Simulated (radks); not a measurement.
Problem. The mean radii <r> (bohr) of the occupied orbitals of an atom or ion are listed with their occupations. Method: Dirac Kohn-Sham, PBE, spin-unpolarised, spherical densities, finite nucleus; Fermi nuclear charge, rms radius of each element as measured or else 0.836 A^(1/3) + 0.57 fm; computed with a radial shooting solver on a logarithmic mesh with Libxc functionals.

orbital  occ.      <r>
1s1/2       2  0.04148
2s1/2       2   0.1830
2p1/2       2   0.1571
2p3/2       4   0.1610
3s1/2       2   0.5118
3p1/2       2   0.5085
3p3/2       3   0.5172
3d3/2       4   0.4966
3d5/2       4   0.4993

Name the element and its charge.

Solution. Z = 36, krypton, charge +11: Kr11+ in [Ne] 3s2 3p(1/2: 2, 3/2: 3) 3d(3/2: 4, 5/2: 4). The 1s radius gives Z: for a bare nucleus <r> = (2 gamma + 1)/(2Z) with gamma = sqrt(1 - (Z/c)^2), 0.04069 bohr for Z = 36, and screening makes it slightly larger (0.04148 here). The occupations add up to 25, and the charge is Z minus that.
